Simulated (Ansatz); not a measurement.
`C[O][AlH][F]` + `[SiH3]S` → `[F][AlH][S][SiH3]` + CH₃OH at 298.15 K and 1 bar (ligand exchange at the Al–O bond).

Calculated with Ansatz (gas phase, PBE0-D4/def2-TZVP geometries, no zero-point term in ΔE). CCSD(T)/CBS adds triple-zeta CCSD(T) − MP2 to the extrapolated MP2 energy (def2 sets, frozen cores). This one scheme is used for every species. Each species was taken in one conformer, which may not be the lowest.

```
            species  CCSD(T)/CBS energy (Eh)  H − E (kJ/mol)  S (J/(mol·K))
     `C[O][AlH][F]`               -457.55503           153.7          324.2
          `[SiH3]S`               -689.27336           102.7          272.7
`[F][AlH][S][SiH3]`              -1031.20495           118.0          357.3
              CH₃OH               -115.61712           146.3          238.2
```

H − E and S are ideal-gas, rigid-rotor, harmonic terms from PBE0-D4/def2-TZVP, for one conformer and one mirror image of each species. 1 Eh = 2625.50 kJ/mol, R = 8.31446 J/(mol·K).

Question: By hand: ΔE, ΔH, ΔS and ΔG.

Answer: ΔE = (-1031.20495) + (-115.61712) − (-457.55503) − (-689.27336) = 0.00632 Eh = 16.6 kJ/mol. Δ(H − E) = 118.0 + 146.3 − 153.7 − 102.7 = 7.9, so ΔH = 24.5 kJ/mol. ΔS = 357.3 + 238.2 − 324.2 − 272.7 = -1.4 J/(mol·K). ΔG = 24.5 − 298.15 × (-1.4)/1000 = 24.9 kJ/mol.

Question: By hand: the equilibrium constant, and the temperature at which ΔG would vanish if ΔH and ΔS stayed fixed.

Answer: log₁₀ K = −ΔG/(RT ln 10) = -4.4. ΔH and −TΔS have one sign here, so there is no such temperature. One of them is within its doubt of zero, so this could turn.

The number of gas molecules stays the same, so ΔS is small and ΔH decides. A doubt of 5 kJ/mol in ΔE shifts log₁₀ K by 0.9 here. Other conformers and mirror images would add mixing entropy, several J/(mol·K) or more a flexible species. Modes under 60 cm⁻¹, often nearly free rotors, make the harmonic entropy too high. These are equilibria of isolated gas molecules and say nothing of rates. Largest T1 diagnostic: 0.013 (customary marks: 0.02 for closed shells, 0.045 for open ones).
